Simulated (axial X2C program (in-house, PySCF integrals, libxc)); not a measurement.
**Correcting the dissociation energy of LiI for spin–orbit coupling**

A spin-free CCSD(T) curve (one-electron X2C) was computed with an in-house all-electron X2C program for linear molecules (integrals from PySCF), basis I dyall-cv3z [11s12p8d4f1g], Li dyall-cv3z [7s8p2d] (cores contracted in-house), for the state M_S = 0, Λ = 0 (closed shell). It gives D0 = 3.612 eV to I + Li, which in a spin-free picture are the weighted means of the ground terms.

Correlated methods: 8 electrons correlated (number of frozen shells: I 4 s, 3 p, 2 d; Li 1 s), 220 virtual spin orbitals or spinors in MP2, 86 natural virtuals in coupled cluster.

Measured levels of the ground terms (NIST Handbook of Basic Atomic Spectroscopic Data), in cm⁻¹: I 2P: J = 3/2 at 0, J = 1/2 at 7603.1; Li 2S: J = 1/2 at 0.

The molecular state has Λ = 0, so it has no first-order lowering.

Q: How far does each ground level lie under the (2J+1)-weighted mean of its term?

A: I: (4 × 0 + 2 × 7603.1)/6 = 2534 cm⁻¹; Li: a single level, 0.

Q: Correct D0.

A: D0 = 3.612 + (0 − 2534)/8065.5 = 3.298 eV at CCSD(T) with these spin–orbit terms. The direct two-component run gives 3.326 eV; the difference holds second-order terms in the molecule, scalar two-electron terms, the gap between measured and computed atomic splittings (a 2c atom can miss part of its lowering) and, in coupled cluster, the truncation of each run.

Second-order spin–orbit effects in the molecule, which grow quickly with Z, are left out. One determinant describes the state; a PBE0 search over occupations chose it and may have missed a lower one. Dissociation energies refer to the lowest single-determinant-based atoms at the same level and basis. CCSD and (T) use frozen natural virtuals with an MP2 correction for the truncation; (T) itself is uncorrected, so its De runs slightly low.
